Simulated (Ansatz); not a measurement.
Z-matrix (Å, degrees):
```
C
In 1 2.237
O 1 1.462 2 91.5
H 1 1.091 2 119.1 3 -111.4
H 1 1.091 2 119.0 3 111.4
B 2 2.276 1 62.4 3 -0.0
H 2 1.712 1 137.0 3 179.8
Br 6 1.915 2 146.0 1 -180.0
```

Total charge 0; spin multiplicity 1. In takes the def2 core potential.

Question: List the CAM-B3LYP/def2-TZVPP orbital energies in eV (Ansatz). (Estimate.)

Answer: Ansatz gave: Occupied: -13140.68, -1702.17, -1533.92, -1533.87, -1533.85, -523.32, -279.83, -238.25, -187.44, -179.16, -179.00, -178.96, -129.38, -86.12, -85.81, -85.77, -73.50, -73.46, -73.42, -73.30, -73.30, -30.67, -23.39, -23.11, -22.89, -22.88, -22.84, -22.71, -20.37, -15.78, -14.65, -14.39, -12.79, -12.33, -11.17, -9.88, -9.66, -8.89, -7.82. Lowest empty: -1.47, 0.49, 0.76, 1.24, 1.59, 2.30, 2.45, 3.07.
